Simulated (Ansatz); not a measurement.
The Be1–H2 bond of BeH2O (SMILES [BeH][OH]) is stretched (multiplicity 1, the rest rigid).
Geometry at rest (charge 0, multiplicity 1):
```tsv
atom	x (Å)	y (Å)	z (Å)
Be	-0.7841	-0.3530	0.0298
H	-1.9953	-0.8949	0.0798
O	0.5111	0.1852	-0.0736
H	1.0425	0.8250	0.3897
```

Cores are frozen in the correlated methods.

Programs: Ansatz (an electronic-structure program) with Gaussian orbitals. Values without a source in brackets are computed.

Energies above the point at 1.328 Å (the B3LYP-D3(BJ) bond length), FIC-MRCISD+Q on CASSCF(2,2)/aug-cc-pVTZ (kcal/mol): 4.02 at 1.195 Å; 2.41 at 1.461 Å; 92.84 at 4.249 Å.

### Question
Take the last value as the depth D of a Morse curve D(1 − e^(−a(R − R₀)))², fit a and R₀ to the two near points, and test it at 1.793 and 2.324 Å.

### Answer

With D = 92.8, both near points (counted from the curve's value at 1.328 Å) are met by a = 1.37 Å⁻¹ and R₀ = 1.333 Å, so k = 2Da² = 351 kcal/(mol Å²). The curve then gives 20.4 and 51.3 kcal/mol; the level itself gives 20.7 and 54.4, so Morse is off by -0.3 and -3.0.
